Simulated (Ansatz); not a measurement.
```yaml
atoms:
  - { symbol: C, position_ang: [1.4000, 0.0000, 0.0000] }
  - { symbol: C, position_ang: [0.7000, 1.2124, 0.0000] }
  - { symbol: C, position_ang: [-0.7000, 1.2124, 0.0000] }
  - { symbol: C, position_ang: [-1.4000, 0.0000, 0.0000] }
  - { symbol: C, position_ang: [-0.7000, -1.2124, 0.0000] }
  - { symbol: C, position_ang: [0.7000, -1.2124, 0.0000] }
  - { symbol: N, position_ang: [2.8400, 0.0000, 0.0000] }
  - { symbol: O, position_ang: [3.3700, 1.1000, 0.0000] }
  - { symbol: H, position_ang: [1.2425, 2.1521, 0.0000] }
  - { symbol: H, position_ang: [-1.2425, 2.1521, 0.0000] }
  - { symbol: H, position_ang: [-2.4850, 0.0000, 0.0000] }
  - { symbol: H, position_ang: [-1.2425, -2.1521, 0.0000] }
  - { symbol: H, position_ang: [1.2425, -2.1521, 0.0000] }
```

Basis set: def2-TZVP. Charge 0. Computed with Ansatz (development build ahead of 0.2.0); the lowest solution found for each multiplicity.

How do the multiplicities compare at this shape? Give, from the lowest of each method, PBE0 (unrestricted) for 1, 3; PBE0 (restricted) for 1, 3; HF (unrestricted) for 1, 3; HF (restricted) for 1, 3.

```json
{"method": "PBE0, unrestricted", "multiplicity": "1", "E (eV)": "0.000", "<S²>": "0.10"}
{"method": "PBE0, unrestricted", "multiplicity": "3", "E (eV)": "0.547", "<S²>": "2.02"}
{"method": "PBE0, restricted", "multiplicity": "1", "E (eV)": "0.000", "<S²>": "0.00"}
{"method": "PBE0, restricted", "multiplicity": "3", "E (eV)": "0.674", "<S²>": "2.00"}
{"method": "HF, unrestricted", "multiplicity": "1", "E (eV)": "0.000", "<S²>": "1.04"}
{"method": "HF, unrestricted", "multiplicity": "3", "E (eV)": "0.095", "<S²>": "2.62"}
{"method": "HF, restricted", "multiplicity": "1", "E (eV)": "0.000", "<S²>": "0.00"}
{"method": "HF, restricted", "multiplicity": "3", "E (eV)": "0.453", "<S²>": "2.00"}
```

Caution for PBE0, unrestricted, HF, unrestricted: the unrestricted determinant is spin contaminated. Caution for HF, unrestricted: the unrestricted determinant is a mixture of spin states. Caution for HF, restricted: an unrestricted determinant lies well below.
